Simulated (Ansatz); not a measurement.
Reaction (cleavage of the Si–Si bond): `C=C(N)[SiH2][SiH3]` + `C=C(O)Cl` → `C=C(Cl)O[SiH3]` + `C=C(N)[SiH3]`

Calculated with Ansatz (gas phase, PBE0-D4/def2-TZVP geometries, no zero-point term in ΔE). CCSD(T)/CBS is the MP2 limit (def2-TZVPP, def2-QZVPP) plus CCSD(T) − MP2 in def2-TZVPP, frozen cores. DFT in def2-TZVPP. One conformer a species, not always the lowest.

`C=C(N)[SiH2][SiH3]`:

Z-matrix (Å, degrees):
```
Si
Si 1 2.337
C 1 1.879 2 111.6
H 1 1.494 2 109.4 3 119.4
H 1 1.490 2 110.8 3 -123.6
H 2 1.487 1 110.4 3 -63.1
H 2 1.488 1 111.1 3 57.6
H 2 1.488 1 109.6 3 177.2
N 3 1.385 1 116.0 2 163.2
C 3 1.340 1 120.2 2 -21.6
H 9 1.006 3 116.5 1 -33.0
H 9 1.009 3 116.2 1 -169.7
H 10 1.082 3 121.3 1 0.5
H 10 1.087 3 122.0 1 -177.8
```

`C=C(O)Cl`:

```xyz
7

C    -0.441   -0.797   -0.071
C     0.429    0.182    0.144
O     0.255    1.493   -0.089
Cl    1.994   -0.104    0.789
H    -0.188   -1.820    0.157
H    -1.421   -0.580   -0.479
H    -0.629    1.625   -0.450
```

`C=C(Cl)O[SiH3]`:

Z-matrix (Å, degrees):
```
Si
O 1 1.669
H 1 1.479 2 102.9
H 1 1.482 2 111.0 3 -118.4
H 1 1.482 2 111.0 3 118.4
C 2 1.331 1 129.4 3 -180.0
Cl 6 1.744 2 114.8 1 -0.1
C 6 1.324 2 124.2 1 180.0
H 8 1.078 6 120.8 2 -180.0
H 8 1.081 6 119.2 2 -0.1
```

`C=C(N)[SiH3]`:

Z-matrix (Å, degrees):
```
Si
C 1 1.873
H 1 1.491 2 109.5
H 1 1.487 2 111.1 3 118.3
H 1 1.483 2 109.2 3 -120.2
N 2 1.386 1 116.8 3 -53.8
C 2 1.339 1 119.2 3 130.9
H 6 1.007 2 116.5 1 34.0
H 6 1.009 2 115.9 1 169.6
H 7 1.081 2 120.9 1 -0.8
H 7 1.088 2 122.0 1 178.2
```

CCSD(T)/CBS gives -0.88 eV.

**Question.** Another level gave -0.91 eV. Which?
A. HF/def2-TZVPP
B. ωB97M-V/def2-TZVPP
C. MP2/def2-TZVPP
D. r2SCAN-D4/def2-TZVPP

**Answer.** B. ωB97M-V -0.91, r2SCAN-D4 -0.81, HF/def2-TZVPP -1.10, MP2/def2-TZVPP -0.96 eV.

Largest T1 diagnostic among the species: 0.013.

In def2-TZVPP, CCSD(T) changes the Hartree–Fock value by +0.23 eV (the triples alone add +0.03 eV) and MP2 by +0.14 eV. From PBE to PBE0 (25 % exact exchange), in def2-TZVPP and without D4, ΔE moves by −0.06 eV.
